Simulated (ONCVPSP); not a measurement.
**nickel (Ni), ONCV: configuration errors across variants**

ONCVPSP 4.0.1 input, shortened (lines: element, Z, core and valence counts, functional; n l f; lmax; l rc ep ncon nbas qcut; lloc lpopt rc5 dvloc0; l nproj debl; icmod fcfact rcfact), LDA (Perdew-Zunger), scalar-relativistic:

```
  Ni 28.00    3    4        3      upf
    1    0    2.00
    2    0    2.00
    2    1    6.00
    3    0    2.00
    3    1    6.00
    3    2    8.00
    4    0    2.00
    2
    0    1.30    0.00    4    7    7.90
    1    0.75    0.00    3    7   12.50
    2    1.40    0.00    4    9   13.00
    4    5    0.60    0.00
    0    2    3.50
    1    3    1.40
    2    3    2.60
    0    0.00    0.00
```

In the p channel the program set the typed energies aside and used -2.619, 0.250, 1.650 Ha.

All-electron excitation energies from the reference (eV): (1) 3s2 3p6 3d8 4s1 9.601; (2) 3s2 3p6 3d8 4s0 27.260; (3) 3s2 3p6 3d7 4s0 65.058; (4) 3s2 3p6 3d8 4s0 4p1 15.374.

Errors AE − PS in meV (a dash: test not solved or not reliable):

```tsv
change	(1)	(2)	(3)	(4)	bound ghosts	GHOST(+) flags above zero
base	+0.3	+3.9	+4.7	+1.0	none	s, p
local potential polynomial inside 0.60 bohr (lpopt 5, dvloc0 -2.5 Ha)	+0.3	+3.9	+4.7	+1.0	none	s, p
local potential polynomial inside 0.60 bohr (lpopt 5, dvloc0 -0.5 Ha)	+0.3	+3.9	+4.7	+1.0	none	s, p
local potential polynomial inside 0.60 bohr (lpopt 5, dvloc0 2.5 Ha)	+0.3	+3.9	+4.8	+1.0	none	s, p
local potential polynomial inside 0.60 bohr (lpopt 5, dvloc0 4 Ha)	+0.3	+4.0	+5.1	+1.0	none	s, p, d
local potential polynomial inside 0.60 bohr (lpopt 5, dvloc0 6 Ha)	+0.3	+3.9	+3.8	+1.0	none	p
local potential polynomial inside 0.60 bohr (lpopt 5, dvloc0 6.5 Ha)	+0.3	+3.9	+4.1	+1.0	none	p
local potential polynomial inside 0.60 bohr (lpopt 5, dvloc0 7.5 Ha)	+0.3	+3.9	+4.3	+1.0	none	p
local potential polynomial inside 0.60 bohr (lpopt 5, dvloc0 9.5 Ha)	+0.3	+3.9	+4.4	+1.0	none	p
```

**Question.** Give the same row for: local potential polynomial inside 0.60 bohr (lpopt 5, dvloc0 2 Ha).

**Answer.** +0.3, +3.9, +4.8, +1.0; bound ghosts: none; GHOST(+) flags above zero: s, p.
